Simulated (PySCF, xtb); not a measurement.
CH₆ClNSi, SMILES C[SiH](N)Cl.

GFN2-xTB in xtb at its own geometry gives an orbital gap of 6.37 eV and a dipole moment of 3.11 D.

Geometry optimised at B3LYP-D3(BJ)/def2-SVP. The values are those of a single conformer.

**Question.** What does r2SCAN/def2-TZVP run with PySCF give? (The exact figures need the calculation; the answer reports its results.)

**Answer.** gap 7.21 eV (levels -6.71 and 0.50 eV), dipole 2.01 D.
